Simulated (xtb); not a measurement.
xtb input (GFN2-xTB):

```bash
xtb mol.xyz --gfn 2 --sp --chrg -1 --uhf 0
```
mol.xyz:
```
6

F      1.36553980    -0.93832791     0.27871984
B      0.44923472     0.06271859     0.14064837
F      1.07280859     1.27282172     0.22770501
Si    -1.44899684    -0.20186005    -0.43470035
H     -1.80048025    -1.39861615     0.43889327
H     -2.10487307     0.90061961     0.38584614
```

Output:

```
           -------------------------------------------------
          |                Calculation Setup                |
           -------------------------------------------------

           -------------------------------------------------
          |                 G F N 2 - x T B                 |
           -------------------------------------------------

        Reference                      10.1021/acs.jctc.8b01176
      * Hamiltonian:
        H0-scaling (s, p, d)           1.850000    2.230000    2.230000
        zeta-weighting                 0.500000
      * Dispersion:
        s8                             2.700000
        a1                             0.520000
        a2                             5.000000
        s9                             5.000000
      * Repulsion:
        kExp                           1.500000    1.000000
        rExp                           1.000000
      * Coulomb:
        alpha                          2.000000
        third order                    shell-resolved
        anisotropic                    true
        a3                             3.000000
        a5                             4.000000
        cn-shift                       1.200000
        cn-exp                         4.000000
        max-rad                        5.000000

          ...................................................
          :                      SETUP                      :
          :.................................................:
          :  # basis functions                  24          :
          :  # atomic orbitals                  23          :
          :  # shells                           11          :
          :  # electrons                        24          :
          :  max. iterations                   250          :
          :  Hamiltonian                  GFN2-xTB          :
          :  restarted?                      false          :
          :  GBSA solvation                  false          :
          :  PC potential                    false          :
          :  electronic temp.          300.0000000     K    :
          :  accuracy                    1.0000000          :
          :  -> integral cutoff          0.2500000E+02      :
          :  -> integral neglect         0.1000000E-07      :
          :  -> SCF convergence          0.1000000E-05 Eh   :
          :  -> wf. convergence          0.1000000E-03 e    :
          :  Broyden damping             0.4000000          :
          :  net charge                         -1          :
          :  unpaired electrons                  0          :
          ...................................................

 iter      E             dE          RMSdq      gap      omega  full diag
   1    -13.2747170 -0.132747E+02  0.127E+01    2.73       0.0  T
   2    -13.1796723  0.950448E-01  0.130E+01    1.58       1.0  T
   3    -13.6347856 -0.455113E+00  0.782E+00    2.94       1.0  T
   4    -13.6884999 -0.537143E-01  0.537E+00    2.52       1.0  T
   5    -13.6977931 -0.929315E-02  0.209E+00    2.43       1.0  T
   6    -13.7032224 -0.542931E-02  0.729E-01    2.17       1.0  T
   7    -13.7037151 -0.492704E-03  0.540E-01    2.19       1.0  T
   8    -13.7041863 -0.471168E-03  0.189E-01    2.24       1.0  T
   9    -13.7042220 -0.357659E-04  0.826E-02    2.25       1.0  T
  10    -13.7042302 -0.814018E-05  0.115E-02    2.26       3.5  T
  11    -13.7042304 -0.243863E-06  0.297E-03    2.26      13.7  T
  12    -13.7042304 -0.113076E-07  0.766E-04    2.26      53.3  T
  13    -13.7042304 -0.115182E-08  0.385E-04    2.26     106.1  T

   *** convergence criteria satisfied after 13 iterations ***

         #    Occupation            Energy/Eh            Energy/eV
      -------------------------------------------------------------
         1        2.0000           -0.6038769             -16.4323
       ...           ...                  ...                  ...
         6        2.0000           -0.3229919              -8.7891
         7        2.0000           -0.3080267              -8.3818
         8        2.0000           -0.2981709              -8.1136
         9        2.0000           -0.2887510              -7.8573
        10        2.0000           -0.1996171              -5.4319
        11        2.0000           -0.1649465              -4.4884
        12        2.0000           -0.0935026              -2.5443 (HOMO)
        13                         -0.0105154              -0.2861 (LUMO)
        14                          0.0457584               1.2451
        15                          0.0772282               2.1015
        16                          0.1660761               4.5192
        17                          0.1873255               5.0974
       ...                                ...                  ...
        23                          0.8221617              22.3722
      -------------------------------------------------------------
                  HL-Gap            0.0829873 Eh            2.2582 eV
             Fermi-level           -0.0520090 Eh           -1.4152 eV

 SCC (total)                   0 d,  0 h,  0 min,  0.007 sec
 SCC setup                      ...        0 min,  0.000 sec (  0.705%)
 Dispersion                     ...        0 min,  0.000 sec (  0.303%)
 classical contributions        ...        0 min,  0.000 sec (  0.155%)
 integral evaluation            ...        0 min,  0.000 sec (  6.000%)
 iterations                     ...        0 min,  0.006 sec ( 79.653%)
 molecular gradient             ...        0 min,  0.001 sec ( 12.397%)
 printout                       ...        0 min,  0.000 sec (  0.699%)

         :::::::::::::::::::::::::::::::::::::::::::::::::::::
         ::                     SUMMARY                     ::
         :::::::::::::::::::::::::::::::::::::::::::::::::::::
         :: total energy             -13.665994173145 Eh    ::
         :: gradient norm              0.065284312377 Eh/a0 ::
         :: HOMO-LUMO gap              2.258198384474 eV    ::
         ::.................................................::
         :: SCC energy               -13.704230045514 Eh    ::
         :: -> isotropic ES            0.160076800142 Eh    ::
         :: -> anisotropic ES         -0.001809716867 Eh    ::
         :: -> anisotropic XC         -0.007431922298 Eh    ::
         :: -> dispersion             -0.003870348726 Eh    ::
         :: repulsion energy           0.038235872369 Eh    ::
         :: add. restraining           0.000000000000 Eh    ::
         :: total charge              -1.000000000000 e     ::
         :::::::::::::::::::::::::::::::::::::::::::::::::::::

           -------------------------------------------------
          |                Property Printout                |
           -------------------------------------------------

    * Orbital Energies and Occupations

         #    Occupation            Energy/Eh            Energy/eV
      -------------------------------------------------------------
         1        2.0000           -0.6038769             -16.4323
         2        2.0000           -0.5986236             -16.2894
         3        2.0000           -0.4046634             -11.0115
         4        2.0000           -0.3444100              -9.3719
         5        2.0000           -0.3268852              -8.8950
         6        2.0000           -0.3229919              -8.7891
         7        2.0000           -0.3080267              -8.3818
         8        2.0000           -0.2981709              -8.1136
         9        2.0000           -0.2887510              -7.8573
        10        2.0000           -0.1996171              -5.4319
        11        2.0000           -0.1649465              -4.4884
Note: The following floating-point exceptions are signalling: IEEE_DENORMAL
normal termination of xtb
        12        2.0000           -0.0935026              -2.5443 (HOMO)
        13                         -0.0105154              -0.2861 (LUMO)
        14                          0.0457584               1.2451
        15                          0.0772282               2.1015
        16                          0.1660761               4.5192
        17                          0.1873255               5.0974
        18                          0.2221593               6.0453
        19                          0.5179725              14.0947
        20                          0.5949910              16.1905
        21                          0.6672163              18.1559
        22                          0.7912589              21.5313
        23                          0.8221617              22.3722
      -------------------------------------------------------------
                  HL-Gap            0.0829873 Eh            2.2582 eV
             Fermi-level           -0.0520090 Eh           -1.4152 eV

     #   Z          covCN         q      C6AA      α(0)
     1   9 F        0.722    -0.394    13.460     4.332
     2   5 B        2.369     0.392    21.418     8.711
     3   9 F        0.722    -0.394    13.460     4.332
     4  14 Si       2.718    -0.108   204.576    31.412
     5   1 H        0.896    -0.248    15.248     6.110
     6   1 H        0.896    -0.248    15.248     6.110

 Mol. C6AA /au·bohr⁶  :       1108.527692
 Mol. C8AA /au·bohr⁸  :      41462.451838
 Mol. α(0) /au        :         61.008970

Wiberg/Mayer (AO) data.
largest (>0.10) Wiberg bond orders for each atom

 ---------------------------------------------------------------------------
     #   Z sym  total        # sym  WBO       # sym  WBO       # sym  WBO
 ---------------------------------------------------------------------------
     1   9 F    0.985 --     2 B    0.932
     2   5 B    3.140 --     4 Si   1.201     3 F    0.932     1 F    0.932
     3   9 F    0.985 --     2 B    0.932
     4  14 Si   2.986 --     2 B    1.201     5 H    0.874     6 H    0.874
     5   1 H    0.939 --     4 Si   0.874
     6   1 H    0.939 --     4 Si   0.874
 ---------------------------------------------------------------------------

Topologies differ in total number of bonds
Writing topology from bond orders to xtbtopo.mol

molecular dipole:
                 x           y           z       tot (Debye)
 q only:        0.639       0.071      -0.571
   full:        1.310       0.179       0.230       3.411
molecular quadrupole (traceless):
                xx          xy          yy          xz          yz          zz
 q only:       -8.304      -1.113       0.065       0.574       0.261       8.239
  q+dip:       -8.967      -1.348       0.558      -2.722      -0.183       8.409
   full:       -8.545      -1.435       1.477      -3.569      -0.348       7.068

           -------------------------------------------------
          | TOTAL ENERGY              -13.665994173145 Eh   |
          | GRADIENT NORM               0.065284312377 Eh/α |
          | HOMO-LUMO GAP               2.258198384474 eV   |
           -------------------------------------------------

------------------------------------------------------------------------
------------------------------------------------------------------------
 total:
 SCF:
```

It need not be the lowest isomer of its formula. Whether it binds its extra electron was not tested at this geometry.
